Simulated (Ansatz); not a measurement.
The same path of CH₇Al₂NO (12 atoms, charge 0, multiplicity 1) was run twice with different band settings.

Theory: RKS B3LYP-D4/def2-SVP (Ansatz).

Relaxed end points:

```xyz
12
Properties=species:S:1:pos:R:3
C -1.883 0.665 -1.833
Al -1.236 -0.417 -0.321
Al 1.084 -0.079 0.730
N 1.687 -1.091 2.071
O 2.087 1.168 0.106
H -2.342 0.038 -2.619
H -2.680 1.350 -1.483
H -1.097 1.284 -2.296
H -2.246 -1.518 0.253
H 2.589 -1.026 2.536
H 1.145 -1.841 2.491
H 2.970 1.410 0.400
```

```xyz
12
Properties=species:S:1:pos:R:3
C -1.844 0.593 -1.878
Al -1.330 -0.260 -0.180
Al 1.039 -0.024 0.786
N 1.733 -1.174 1.961
O 1.990 1.306 0.258
H -2.901 0.910 -1.895
H -1.724 -0.140 -2.701
H -1.210 1.459 -2.129
H -2.441 -1.144 0.558
H 2.670 -1.158 2.357
H 1.219 -1.962 2.346
H 2.876 1.539 0.551
```

Common settings: movable images 5; climbing image yes; spring 5.0 eV/Å²; optimiser quadratic models (default); start path through a guess of the saddle point; iteration limit 60; end points relaxed.

| run | force threshold |
| --- | --- |
| 1 | 0.05 eV/Å |
| 2 | 0.2 eV/Å |

Problem. What does each run give, and how far can it be trusted?

Solution. Run 1: converged after 29 iterations, highest image 2.239 eV above the first end. Neighbouring images differ by up to 1.8 eV, so the band resolves the path poorly. A vibrational analysis at the climbing image gives one clearly imaginary mode, 1146i cm⁻¹: a first-order saddle point.
Run 2: converged after 21 iterations, highest image 2.250 eV above the first end. The threshold of 0.2 eV/Å is loose, so the images may lie well off the minimum-energy path. Neighbouring images differ by up to 1.8 eV, so the band resolves the path poorly. The order of the stationary point at the top wasn't checked.
